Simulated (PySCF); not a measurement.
# How well do the runs reproduce experiment for fluorobenzene?

**The experiment to reproduce.**

NIST CCCBDB Release 22 (SRD 101), experimental dipoles lists, for the gas: dipole moment 1.6 D.

How close the calculation comes is told at the end.

Compound: fluorobenzene, C6H5F.
Atom-mapped SMILES: `[F:1][c:2]1[cH:3][cH:4][cH:5][cH:6][cH:7]1` (hydrogens: H8 on C3; H9 on C4; H10 on C5; H11 on C6; H12 on C7)

Structure used (CAM-B3LYP/def2-SV(P)), in Å, numbered top down from 1:
```xyz
12
C6H5F angstrom
F     -2.234   -1.309   -0.102
C     -1.114   -0.580   -0.111
C      0.114   -1.228   -0.136
C      1.277   -0.461   -0.146
C      1.206    0.931   -0.130
C     -0.039    1.559   -0.105
C     -1.211    0.805   -0.095
H      0.141   -2.319   -0.148
H      2.250   -0.960   -0.165
H      2.121    1.528   -0.137
H     -0.101    2.650   -0.092
H     -2.198    1.272   -0.076
```

The PySCF runs (gas phase, on this CAM-B3LYP/def2-SV(P) geometry; no spin–orbit coupling):

| level | job | basis functions | wall time |
| --- | --- | --- | --- |
| CAM-B3LYP/def2-SV(P), grid level 1 | geometry optimisation from a GFN2-xTB start | 108 | 44 s |

Hardware: one thread of an Intel Xeon at 2.70 GHz (shared host).

**Comparison with experiment**

**Dipole moment.** Measured: 1.6 D (NIST CCCBDB Release 22 (SRD 101), experimental dipoles).

| level | computed (D) | computed − measured (D) | % (from the printed values) |
| --- | --- | --- | --- |
| CAM-B3LYP/def2-SV(P) | 1.40 | -0.20 | -13 |

The computed dipoles belong to one fixed geometry; measured ones are averaged over vibrations unless marked μe. Magnitudes are compared, not signs.

The geometry is computed, not the measured one. Where a level misses, the cause wasn't examined.
